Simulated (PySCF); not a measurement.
C3H9ClOSi, SMILES OCCC[SiH2]Cl. Coordinates come from a ωB97X-D3(BJ)/def2-SVP optimisation. This is a generated structure with no PubChem entry under its InChIKey; it may be hypothetical. One conformer was computed; it need not be the lowest.

Computed equilibrium geometry at ωB97X-D3(BJ)/def2-SVP (PySCF confirms it by a frequency run) as bond lengths and angles (one conformer of several):
Atoms: O1 C2 C3 C4 Si5 Cl6 H7 H8 H9 H10 H11 H12 H13 H14 H15. Bonded distances (Å): O1–C2 1.411, O1–H7 0.964, C2–C3 1.529, C2–H8 1.108, C2–H9 1.104, C3–C4 1.535, C3–H10 1.106, C3–H11 1.104, C4–Si5 1.876, C4–H12 1.102, C4–H13 1.103, Si5–Cl6 2.076, Si5–H14 1.491, Si5–H15 1.485. Angles (°): C2–O1–H7 108.0, O1–C2–C3 112.8, O1–C2–H8 111.7, O1–C2–H9 105.8, C3–C2–H8 109.7, C3–C2–H9 110.2, H8–C2–H9 106.3, C2–C3–C4 113.2, C2–C3–H10 109.1, C2–C3–H11 108.4, C4–C3–H10 109.5, C4–C3–H11 110.4, H10–C3–H11 105.9, C3–C4–Si5 114.5, C3–C4–H12 110.0, C3–C4–H13 110.6, Si5–C4–H12 107.2, Si5–C4–H13 107.4, H12–C4–H13 106.8, C4–Si5–Cl6 108.1, C4–Si5–H14 110.8, C4–Si5–H15 113.0, Cl6–Si5–H14 107.8, Cl6–Si5–H15 107.5, H14–Si5–H15 109.5.
Charge 0, spin multiplicity 1.
